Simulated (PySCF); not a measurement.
# Calculated properties of `CCP1CC=C(C)C1`

C₇H₁₃P.
Atom-mapped SMILES: `[CH3:1][CH2:2][P:3]1[CH2:4][CH:5]=[C:6]([CH3:7])[CH2:8]1` (hydrogens: H9, H10, H11 on C1; H12, H13 on C2; H14, H15 on C4; H16 on C5; H17, H18, H19 on C7; H20, H21 on C8)

Some functional groups and rings: C=C double bond and phosphine.

PBE0-D3(BJ)/def2-SVP geometry optimisation, gas phase (PySCF):

```
Point group                  : C1
Rotational constants A, B, C : 2.623, 1.218, 1.017 GHz
```

B3LYP/def2-SVPD ground state, ΔSCF and vertical TDDFT (core frozen in the response) (PySCF):

```
Dipole moment                                                     : 1.39 D
HOMO energy                                                       : -6.25 eV
LUMO energy                                                       : 0.16 eV
HOMO–LUMO gap                                                     : 6.41 eV
Lowest singlet excitation                                         : 5.49 eV (226 nm, f = 0.005)
Strongest line among the 10 lowest singlet transitions            : S8 at 6.65 eV (186 nm, f = 0.073)
Lowest triplet excitation (Tamm–Dancoff)                          : 4.23 eV
Static isotropic polarisability                                   : 108.6 au
Vertical ionisation energy                                        : 8.37 eV
Electronic spatial extent ⟨r²⟩ about the centre of nuclear charge : 1318 bohr²
```

From PBE0/pcSseg-1 ground state and GIAO shieldings, non-relativistic (PySCF):

```
Lowest Hirshfeld atomic charge                              : -0.12 e on C1/C4/C7/C8
Highest Hirshfeld atomic charge                             : +0.14 e on P3
13C chemical shifts (computed TMS as zero) by class         : 147.6 (C6), 133.2 (C5), 37.9 (C8), 37.4 (C4), 24.9 (C2), 21.3 (C7), 11.7 (C1) ppm
1H chemical shifts (computed TMS as zero) by class          : 5.64 (H16), 2.25 (H14/H15), 2.05 (H20/H21), 1.87 (H17/H18/H19), 1.09 (H12/H13), 1.01 (H9/H10/H11) ppm
Isotropic shieldings of nuclei other than C and H, by class : 341 (P3) ppm
Mayer bond orders between heavy atoms                       : C1–C2 1.05, C2–P3 0.95, P3–C4 0.96, C4–C5 1.01, C5–C6 1.86, C6–C7 1.07, C6–C8 1.01, C8–P3 0.96
```

Monoisotopic mass from the formula: 128.0755 u.

S1 lies 0.92 eV below the HOMO–LUMO gap; its leading configuration is HOMO→LUMO, weight 0.94. The rotational constants make it an asymmetric top with κ = (2B − A − C)/(A − C) = -0.75, nearer the prolate limit (−1). The principal polarisabilities are 93.0, 113.2 and 119.8 au; their mean is the isotropic value. The ΔSCF ionisation energy exceeds −ε(HOMO) by 2.12 eV with B3LYP. No computed singlet falls in the visible range (750 to 380 nm, 1.65 to 3.26 eV); S1 lies 2.23 eV above its blue end. In wavenumbers S1 is 44200 cm⁻¹ (1 eV = 8065.54 cm⁻¹). The largest Löwdin shares of the HOMO are 0.60 on P3, 0.11 on C2, 0.08 on C8 and 0.08 on C4.

 NMR classes are plain means over equivalent atoms (diastereotopic ones count apart unless rotation or inversion swaps them), as if these changed places fast; in this geometry the members of some classes differ.

For the NMR shielding job (PBE0/pcSseg-1), hardware: Arm Neoverse V2, one thread (shared host). Cost: 40 s, 0.98 GiB resident at most.

One conformer stands for the species.
